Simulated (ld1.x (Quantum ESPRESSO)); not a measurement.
# hafnium: excitation energies, all-electron against TM

ld1.x (Quantum ESPRESSO) 7.5 input, shortened:

```
&input
   title='Hf', zed=72., rel=1, dft='PBE', iswitch=3,
   config='[Xe] 4f14 5d2 6s1.5 6p0'
 /
 &inputp
   pseudotype=2, tm=.true., lloc=3,
   nlcc=.true., rcore=0.60
 /
4
6S  1  0   1.50   0.00  2.45  2.45  0.0
6P  2  1   0.00   0.00  3.35  3.35  0.0
5D  3  2   2.00   0.00  2.15  2.15  0.0
4F  4  3  14.00   0.00  0.70  0.70  0.0
 &test
   configts(1)='4f14 5d2 6s1.5 6p0'
 /
```

Energies are relative to the spin-unpolarised reference configuration 4f14 5d2 6s1.5 6p0; without spin polarisation the order of configurations can differ from experiment. Not all tests gave a result: 1 of 7 tests not solved or not reliable. Left out of the table: 4f13 5d3 6s1 6p0 (solver errors, printed error -69.4 eV).

```tsv
valence configuration	charge	ΔE all-electron (eV)	error AE − PS (meV)
4f14 5d2 6s2 6p0	0	-3.254	+0.2
4f14 5d2 6s1 6p0	+1	4.722	-3.4
4f14 5d1 6s2 6p1	0	-1.292	-84
4f14 5d1 6s0 6p0	+3	40.696	-176
```

(1) What are ΔE and the potential's error for 4f14 5d2 6s0 6p0?

(2) What are ΔE and the potential's error for 4f14 5d3 6s0 6p0?

Levels in the configuration 4f14 5d2 6s1 6p0:

```
level  all-electron (eV)  pseudo (eV)
   4f            -23.764      -23.703
   5d             -9.206       -9.205
   6s            -10.975      -10.982
```

A Bessel basis up to 400 Ry misses an occupied level by 0.19 Ry, so cutoffs were not judged. Note: ghost states, extra bound levels that the all-electron valence spectrum of the same l lacks: s at -2080.7 eV, s at -601.9 eV, d at -491.3 eV, s at -40.7 eV (other channels not judged).

## Answers

(1) ΔE = 18.902 eV all-electron; the error (AE − PS) is -29 meV.

(2) ΔE = 6.735 eV all-electron; the error (AE − PS) is -58 meV.
